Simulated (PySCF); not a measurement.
Compound: C3H6BFTe.
Numbering: `[BH2:1][C@@H:2]1[CH2:3][C@H:4]([F:5])[Te:6]1` (hydrogens: H7, H8 on B1; H9 on C2; H10, H11 on C3; H12 on C4)

Computed by this run: PySCF 2.14.0, PBE0-D3(BJ)/def2-SVP geometry optimisation, gas phase, def2 core potentials past Kr; density fitting, grid level 1; the optimiser is geomeTRIC in internal coordinates, started from a GFN2-xTB structure with every atom displaced at random (about 0.01 Å).

Geometry at step 0:
```
atom  x, y, z in Å
B1      1.7199    0.0754    0.3402
C2      0.6410   -0.1310   -0.7735
C3     -0.7717    0.4601   -0.6311
C4     -1.2793   -0.2897    0.5703
F5     -1.3271    0.4478    1.7093
Te6     0.2714   -1.8077    0.6459
H7      1.5080    0.8643    1.1998
H8      2.7986   -0.3060    0.1442
H9      0.8992   -0.4560   -1.7515
H10    -1.3731    0.2746   -1.4914
H11    -0.7351    1.5348   -0.4284
H12    -2.3122   -0.6947    0.4573
```

Question: Give the atomic forces at this geometry.

Answer: 
| atom | Fx (eV/Å) | Fy (eV/Å) | Fz (eV/Å) |
| --- | --- | --- | --- |
| B1 | -1.498 | 0.491 | -0.591 |
| C2 | 0.016 | 0.864 | 0.706 |
| C3 | 1.710 | -0.118 | 0.966 |
| C4 | -1.825 | 0.092 | 0.761 |
| F5 | 0.241 | 0.276 | 0.096 |
| Te6 | 0.153 | -0.551 | 0.013 |
| H7 | -0.120 | 0.285 | 0.503 |
| H8 | 1.149 | -0.650 | -0.204 |
| H9 | 0.462 | -0.506 | -1.137 |
| H10 | -0.741 | -0.232 | -0.932 |
| H11 | -0.095 | 0.265 | 0.002 |
| H12 | 0.546 | -0.215 | -0.182 |

The largest, 1.98 eV/Å, acts on C4 (C3 within 3 % of it); the rms over all components is 0.710 eV/Å. The forces sum to zero within rounding, as they must for an isolated molecule in no field.

Question: Give the force on C4 in Eh/bohr and in nN.

Answer: 1.979 eV/Å ÷ 51.422 = 0.03848 Eh/bohr, and 1.979 eV/Å × 1.602 = 3.17 nN.

Question: How far is this geometry from the end of the optimisation?

Answer: 0.188 eV above it, and 0.055 Å rms away after alignment. The bonds farthest from their final lengths, with half the difference of the two atoms' forces along the bond (positive lengthens):

```tsv
bond	now (Å)	final (Å)	force along bond (eV/Å)
B1–H8	1.161	1.213	+1.38
C4–Te6	2.171	2.220	+0.92
C3–H10	1.066	1.101	+1.47
C2–H9	1.062	1.096	+1.11
C2–Te6	2.228	2.256	+0.30
B1–H7	1.186	1.209	+0.20
```

The angle farthest from its final value is F5–C4–H12, 104.5° against 109.0°.

Of the 6 listed bonds off by 0.010 Å or more, this force points towards the final length in 6.

What follows is the cost of the whole optimisation. The run took 91 s wall on an Arm Neoverse V2 with one thread, shared host with 192 logical CPUs at a one-minute load of 66, and the process peaked at 0.55 GiB of memory.
